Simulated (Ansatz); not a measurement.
Frontier orbitals of C4H5F3 (`C/C=C/C(F)(F)F`).

| atom | x (Å) | y (Å) | z (Å) |
| --- | --- | --- | --- |
| C1 | 0.360 | -1.857 | -0.549 |
| C2 | 0.494 | -0.447 | -0.101 |
| C3 | -0.520 | 0.385 | 0.081 |
| C4 | -0.355 | 1.794 | 0.529 |
| F5 | -0.858 | 2.655 | -0.372 |
| F6 | -1.015 | 2.019 | 1.678 |
| F7 | 0.921 | 2.137 | 0.734 |
| H8 | -0.682 | -2.135 | -0.713 |
| H9 | 0.789 | -2.538 | 0.193 |
| H10 | 0.914 | -2.019 | -1.478 |
| H11 | 1.501 | -0.084 | 0.087 |
| H12 | -1.550 | 0.089 | -0.089 |

The species carries charge 0 and has multiplicity 1. Geometry: relaxed with PBE0-D4/def2-TZVP. Basis def2-TZVPP, Ansatz 0.2.0.

```json
{"functional": "LDA (SPW92)", "HOMO (eV)": "-7.18", "LUMO (eV)": "-1.74", "gap (eV)": "5.44"}
{"functional": "PBE", "HOMO (eV)": "-6.99", "LUMO (eV)": "-1.48", "gap (eV)": "5.51"}
{"functional": "r2SCAN", "HOMO (eV)": "-7.23", "LUMO (eV)": "-1.27", "gap (eV)": "5.96"}
{"functional": "PBE0", "HOMO (eV)": "-8.21", "LUMO (eV)": "-0.45", "gap (eV)": "7.76"}
{"functional": "r2SCAN0", "HOMO (eV)": "-8.37", "LUMO (eV)": "-0.34", "gap (eV)": "8.03"}
{"functional": "HSE06 (plane-wave form)", "HOMO (eV)": "-7.80", "LUMO (eV)": "-0.84", "gap (eV)": "6.96"}
{"functional": "ωB97M-V", "HOMO (eV)": "-10.47", "LUMO (eV)": "1.71", "gap (eV)": "12.18"}
```

From PBE to PBE0 the HOMO moves by −1.22 eV and the LUMO by +1.02 eV, and with ωB97M-V by −3.48 and +3.19 eV, so the gap grows from 5.51 to 12.18 eV with exact exchange. A positive LUMO is unbound and depends on the basis.
